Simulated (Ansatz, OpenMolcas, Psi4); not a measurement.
**BBr2Cl (dibromo(chloro)borane): the HOMO–LUMO gap, rung by rung**

BBr2Cl has 4 atoms, charge 0, and is taken as a singlet. SMILES: `ClB(Br)Br`. Geometry: relaxed at PBE0-D4/def2-TZVP.

Each level gives the HOMO–LUMO gap (eV). The values are calculated.

| level | kind | program | value (eV) | CPU time |
| --- | --- | --- | --- | --- |
| HF/6-31G* (spherical functions) | Hartree–Fock | Ansatz | 13.16 | 5.1 s |
| PBE/6-31G* (spherical functions) | GGA | Psi4 | 4.33 | 39 s |
| B3LYP/6-31G* (spherical functions) | global hybrid | Psi4 | 6.07 | 18 s |
| BHLYP/6-31G* (spherical functions) | global hybrid | OpenMolcas | 8.70 | 30 s |
| M06-2X/6-31G* (spherical functions) | hybrid meta-GGA | OpenMolcas | 8.53 | 35 s |
| CAM-B3LYP/6-31G* (spherical functions) | range-separated hybrid | Psi4 | 8.96 | 25 s |
| HSE06/6-31G* (spherical functions) | range-separated hybrid | Ansatz | 5.71 | 14 s |
| wB97X/6-31G* (spherical functions) | range-separated hybrid | Ansatz | 11.02 | 38 s |

All-electron rows without a relativistic Hamiltonian named are non-relativistic. The values span 4.33 to 13.16 eV. Orbital gaps aren't excitation energies; they tend to grow with the share of exact exchange. Times are those of the runs behind each value, whatever else they computed, on shared processors of several kinds: orders of magnitude only.
